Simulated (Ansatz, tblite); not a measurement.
Removing an electron: Cu(NH3)Cl (CuNClH3). Charge 0, multiplicity 1. Geometry: B3LYP-D4/def2-TZVP. Ansatz, gas phase; energy differences of separate SCF runs; the oxidised species was run as a doublet alone.

```xyz
6

Cu    1.0475   -0.0813   -0.4403
N    -0.7510    0.0588    0.3159
H    -0.7475    0.5895    1.1825
H    -1.1383   -0.8583    0.5196
H    -1.3866    0.5242   -0.3260
Cl    2.9760   -0.2329   -1.2517
```

The xTB rows come from tblite. Correlated methods freeze 15 core orbitals. HOMO above LUMO, or a gap near zero within one spin, warns that the state may not be the lowest or that an electron is smeared out.

**Question.** Estimate orbital energies and vertical ionisation energies at: GFN1-xTB; GFN2-xTB; HF/def2-TZVPP; PBE-D4/def2-TZVP; r2SCAN-D4/def2-TZVP; PBE0-D4/def2-TZVP; MP2/def2-TZVPP; CCSD/def2-TZVPP; CCSD(T)/def2-TZVPP.

**Answer.** 
| level | −HOMO (eV) | vertical IE (eV) | −LUMO (eV) | HOMO–LUMO gap (eV) | remarks |
| --- | --- | --- | --- | --- | --- |
| GFN1-xTB | 11.02 | 13.96 | 5.71 | 5.30 | – |
| GFN2-xTB | 9.49 | 13.10 | 2.24 | 7.25 | – |
| HF/def2-TZVPP | – | 6.41 | – | – | – |
| PBE-D4/def2-TZVP | 5.03 | 8.71 | 1.65 | 3.38 | gap within one spin near zero (+1 doublet) |
| r2SCAN-D4/def2-TZVP | 5.22 | 8.73 | 1.06 | 4.15 | – |
| PBE0-D4/def2-TZVP | 6.54 | 8.87 | 0.83 | 5.71 | – |
| MP2/def2-TZVPP | – | 10.36 | – | – | – |
| CCSD/def2-TZVPP | – | 8.87 | – | – | – |
| CCSD(T)/def2-TZVPP | – | 9.12 | – | – | – |

  Raw xTB energy differences between charge states are shifted by several eV; the methods need an empirical correction for them.
